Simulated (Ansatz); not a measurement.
Stretching the Sn1–O2 bond in SnO (multiplicity 1 held). Energies count from the point at 1.832 Å.


Signs of static correlation in def2-SVP, with CASSCF(10,8), from Ansatz (a program for electronic structure) runs.

```tsv
R (Å)	T1 of restricted CCSD	⟨S²⟩ of UHF	largest double amplitude of restricted CCSD	weight of the CASSCF reference in MRCISD	CASSCF natural occupations
1.465	0.026	0.000	0.060	0.950	2.00 2.00 1.98 1.96 1.96 0.04 0.04 0.03
1.649	0.035	0.000	0.073	0.948	2.00 2.00 1.97 1.95 1.95 0.05 0.05 0.03
1.832	0.048	0.678	0.090	0.947	2.00 2.00 1.96 1.94 1.94 0.07 0.07 0.04
2.015	0.066	0.882	0.108	0.945	2.00 1.99 1.95 1.91 1.91 0.09 0.09 0.06
2.198	?	0.970	0.127	0.944	2.00 1.99 1.93 1.88 1.88 0.12 0.12 0.08
2.473	?	1.347	0.170	0.941	2.00 1.98 1.88 1.80 1.80 0.20 0.20 0.12
2.748	0.123	1.966	0.199	0.939	2.00 1.98 1.81 1.70 1.70 0.31 0.31 0.20
3.206	0.067	2.007	0.174	0.938	2.00 1.98 1.63 1.49 1.49 0.52 0.52 0.38
3.663	0.054	2.014	0.189	0.938	2.00 1.97 1.62 1.29 1.29 0.72 0.72 0.39
4.213	0.032	2.015	0.269	0.940	2.00 2.00 1.97 1.02 1.02 0.98 0.98 0.03
4.946	0.011	2.015	0.329	0.941	2.00 2.00 1.97 1.01 1.01 0.99 0.99 0.03
5.862	0.006	2.015	0.346	0.941	2.00 2.00 1.97 1.00 1.00 1.00 1.00 0.03
7.327	0.006	2.015	0.350	0.941	2.00 2.00 1.97 1.00 1.00 1.00 1.00 0.03
```

Q: What belongs in the gaps?

A: 
- 2.198, T1 of restricted CCSD: 0.097
- 2.473, T1 of restricted CCSD: 0.228

Doubts at one or more of the structures used: a restricted determinant that unrestricted orbitals would lower (R-CCSD(T)/def2-SVP); T1 above 0.05 (R-CCSD(T)/def2-SVP, U-CCSD(T)/def2-SVP); a spin-contaminated determinant (U-CCSD(T)/def2-SVP); the program's own flag: large difference (U-CCSD(T)/def2-SVP).
